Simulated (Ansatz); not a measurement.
**Match the barriers**

Saddle point of SiPNH₈O, singlet (SiNH₅O ([NH2][SiH2][OH]) + PH₃ → SiPNH₆ ([NH2][SiH2][PH2]) + H₂O; bonds formed: Si1–P7, O2–H6; bonds broken: Si1–O2, H6–P7), PBE0-D4/def2-TZVP structure:

Si1  (-0.802, 0.077, 0.413)
O2  (0.229, -1.441, 0.546)
H3  (-1.716, -0.042, -0.749)
H4  (-1.661, -0.375, 1.561)
N5  (-0.212, 1.528, 1.047)
H6  (0.727, -1.181, -0.362)
P7  (0.960, 0.391, -1.569)
H8  (-0.229, -2.294, 0.572)
H9  (0.378, 2.159, 0.534)
H10  (-0.522, 1.869, 1.941)
H11  (0.576, -0.561, -2.549)
H12  (2.271, -0.131, -1.386)
(Å)

Computed with Ansatz 0.2.0 (basis: def2-TZVPP, with def2-QZVPP for the basis limit); correlated methods freeze the cores. Extrapolation: Hartree–Fock as exp(−7.88 √X), correlation as X^−2.97. Four methods, as single points on the PBE0-D4 structures, gave these electronic barriers from the start structure: 169.4, 186.0, 214.3, 285.8 kJ/mol.

(1) The methods were, in alphabetical order, CCSD(T), HF, PBE-D4, PBE0-D4. Which gave which? (Judge from chemistry; the calculation decides.)

The T1 diagnostic stays at or below 0.013.

Results:

(1) Computed: PBE-D4 169.4; PBE0-D4 186.0; CCSD(T) 214.3; HF 285.8 kJ/mol. For comparison, CCSD(T) at an estimated basis limit (MP2 extrapolated from triple and quadruple zeta, plus CCSD(T) − MP2 in triple zeta) gives 210.3 kJ/mol.

Labels in which every atom is bracketed show which atoms are joined, not bond orders.

For scale, one of the runs: CCSD(T)/def2-TZVPP, 258 basis functions, launched by `ansatz run in.yaml --threads 4 --pin off --events-out ev --progress --plain --max-ram 9574MiB`. Hardware: 4 CPU threads of an Arm Neoverse V1, shared host. Wall time 2.6 min; peak host memory 5.7 GiB.
